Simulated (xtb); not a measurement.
Cl$_{4}$MoO, triplet, geometry from GFN2-xTB (such geometries of metal compounds can be far from the true shape) (the multiplicity is a formal guess). Base run: GFN2-xTB in xtb.

Geometry (Å):
```xyz
6

Mo     0.4875    -0.1771     0.1507
O      1.3813    -0.7491     1.3894
Cl    -1.6581    -0.2035    -1.2270
Cl     0.0611     2.0176     0.5607
Cl     1.4938    -0.5559    -1.7249
Cl    -1.7512    -0.4681     1.3649
```
Charge 0, spin multiplicity 3.
All else is at xtb's defaults.
Base energy -24.42394 Eh.

Variants of this job, named by their change:

| change | ΔE vs base (kJ/mol) | dipole (D) | G_solv (kcal/mol) | SCF cycles |
|---|---|---|---|---|
| base | 0.00 | 2.62 | - | 20 |
| alpb = ether | -27.1 | 2.79 | -6.66 | 20 |
| etemp = 3000 | -21.65 | 2.46 | - | 20 |
| acc = 1000 | 0.20 | 2.65 | - | 8 |
| etemp = 10 | 0.00 | 2.62 | - | 20 |
| alpb = acetonitrile | -30.2 | 2.69 | -7.31 | 20 |
| acc = 0.1 | 0.00 | 2.62 | - | 24 |
| acc = 0.0001 | 0.00 | 2.62 | - | 32 |

ALPB and GBSA are two models with their own fitted parameters for each solvent, which aren't always the measured dielectric constant.
